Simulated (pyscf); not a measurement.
## H₃Si–S–Bi(Cl)–Cl, singlet

Gas-phase minimum from PySCF at ωB97X-D3(BJ)/def2-SVP, one conformer. 

```
Si
H 1 1.4833
H 1 1.4848 2 111.30
H 1 1.4884 2 110.61 3 -121.79
S 1 2.1574 2 109.98 4 -115.01
Bi 5 2.4825 1 100.71 2 -36.18
Cl 6 2.4475 5 98.38 1 61.63
Cl 6 2.4516 7 95.87 2 53.57
```
Charge 0, spin multiplicity 1.

Properties at ωB97X-D3(BJ)/def2-SVP:

- Harmonic wavenumbers, unscaled: 63, 102, 113, 118, 150, 181, 341, 348, 363, 520, 639, 655, 937, 950, 966, 2275, 2290, 2306 cm⁻¹
- Zero-point energy: 19.0 kcal/mol
- Rotational symmetry number: 1
- Entropy of this conformer at 298 K and 1 atm, rigid rotor and harmonic oscillator, modes under 100 cm⁻¹ raised to 100: 407.3 J/(mol K)
- Dipole moment: 3.00 D

Single-point totals, which compare only within one level:

| level | total energy (hartree) |
|---|---|
| ωB97X-D3(BJ)/def2-TZVP | -1824.84953 |
| PBE/def2-TZVP | -1824.04618 |
| r²SCAN/def2-TZVP | -1824.70529 |
| B3LYP-D3(BJ)/def2-TZVP | -1824.88108 |
| PBE0-D3(BJ)/def2-TZVP | -1824.16384 |
| M06-2X/def2-TZVP | -1824.50716 |
| ωB97M-D3(BJ)/def2-TZVP | -1824.91823 |

Soft torsions are taken as harmonic, which can shift the entropy by several J/(mol K). Elements past Kr carry the def2 core potentials, without spin-orbit coupling.
